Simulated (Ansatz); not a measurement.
The same path of BClF2 + H2 (6 atoms, charge 0, multiplicity 1) was run twice with different band settings. Lost on the way: B1–F2, H5–H6. Made: B1–H5, F2–H6.

Computed with Ansatz, RKS B3LYP/6-31G*.

Relaxed end points:

```xyz
6
Properties=species:S:1:pos:R:3
B 0.010 0.656 -0.258
F 0.073 0.309 1.011
Cl 1.476 1.037 -1.144
F -1.162 0.714 -0.852
H 0.343 -2.961 1.560
H 0.288 -2.221 1.546
```

```xyz
6
Properties=species:S:1:pos:R:3
B -0.072 -0.549 -0.438
F 0.014 -0.538 1.904
Cl 1.542 0.210 -0.592
F -1.128 0.232 -0.514
H -0.164 -1.729 -0.465
H 0.837 -0.091 1.970
```

Common settings: movable images 5; climbing image yes; spring 5.0 eV/Å²; optimiser quadratic models (default); start path through a guess of the saddle point; iteration limit 60; end points relaxed.

| run | force threshold |
| --- | --- |
| 1 | 0.03 eV/Å |
| 2 | 0.2 eV/Å |

Problem. What does each run give, and how far can it be trusted?

Solution. Run 1: converged after 38 iterations, highest image 2.356 eV above the first end. Neighbouring images differ by up to 1.9 eV, so the band resolves the path poorly. A vibrational analysis at the climbing image gives one clearly imaginary mode, 1254i cm⁻¹: a first-order saddle point.
Run 2: converged after 34 iterations, highest image 2.356 eV above the first end. The threshold of 0.2 eV/Å is loose, so the images may lie well off the minimum-energy path. Neighbouring images differ by up to 1.9 eV, so the band resolves the path poorly. Another band between the same ends (5 images) ends at a top of the same energy, where a vibrational analysis finds 1 clearly imaginary mode.
The orbitals stay closed-shell, which can raise the energy where a bond breaks towards radicals; this wasn't checked here.
